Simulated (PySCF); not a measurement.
State search for VB

Unrestricted PBE0; PySCF, no relativity, basis sets V def2-TZVPP, B def2-TZVPP. Outer shells of the fragments: V 3d3 4s2; B 2s2 2p1.

Followed along the bond (rough minima from three points):

| 2Ms+1 | unpaired | ⟨S²⟩ at the start | R at minimum (Å) | Te (eV) |
| --- | --- | --- | --- | --- |
| 7 | σ ↑↑, π ↑↑, δ ↑↑ | 12.01 | 2.00 | 0.00 |
| 5 | σ ↑↑, π ↑, δ ↑ | 6.63 | 1.97 | 0.44 |
| 5 | σ ↑, π ↑↑, δ ↑ | 6.27 | 2.14 | 0.67 |
| 7 | σ ↑↑, π ↑↑↑, δ ↑ | 12.01 | 2.14 | 0.69 |
| 7 | σ ↑↑, π ↑↑↑, δ ↑ | 12.01 | 2.14 | 0.70 |
| 5 | σ ↑↑, π ↑↓, δ ↑↑ | 7.02 | 2.07 | 0.78 |

Solutions found at the starting distance of 2.045 Å, counted from the lowest of them; the search is not exhaustive and high or unbound solutions are not listed, so other states can lie among these:

| 2Ms+1 | unpaired | term | E (eV) | ⟨S²⟩ | ⟨Lz²⟩ | μ (D) |
| --- | --- | --- | --- | --- | --- | --- |
| 7 | σ ↑↑, π ↑↑, δ ↑↑ | ⁷Σ⁺ | 0.00 | 12.01 | 0.00 | -3.23 |
| 5 | σ ↑↑, π ↑, δ ↑ | mixed | 0.46 | 6.63 | 5.05 | -3.18 |
| 5 | σ ↑, π ↑↑, δ ↑ | ⁵Δ | 0.69 | 6.27 | 4.00 | -2.63 |
| 7 | σ ↑↑, π ↑↑↑, δ ↑ | mixed | 0.71 | 12.01 | 4.90 | -3.03 |
| 7 | σ ↑↑, π ↑↑↑, δ ↑ | mixed | 0.73 | 12.01 | 5.01 | -2.94 |
| 5 | σ ↑↑, π ↑↓, δ ↑↑ | mixed | 0.77 | 7.02 | 2.01 | -3.15 |
| 5 | π ↑↑, δ ↑↑ | mixed | 0.82 | 6.96 | 0.00 | -4.51 |
| 3 | π ↑, δ ↑ | mixed | 0.88 | 3.67 | 4.70 | -4.09 |
| 7 | σ ↑, π ↑↑↑, δ ↑↑ | ⁷Π | 1.21 | 12.01 | 1.11 | -4.18 |
| 5 | σ ↑, π ↑, δ ↑↑ | ⁵Π | 1.28 | 6.29 | 1.00 | -2.51 |

A term symbol is given only where ⟨S²⟩ and ⟨Lz²⟩ are close to those of a pure state; real π, δ and φ orbitals otherwise mix terms. A positive dipole means V(−)B(+).

The state is the lowest single determinant that the PBE0 search found; with open d or f shells the true ground state can be another one.
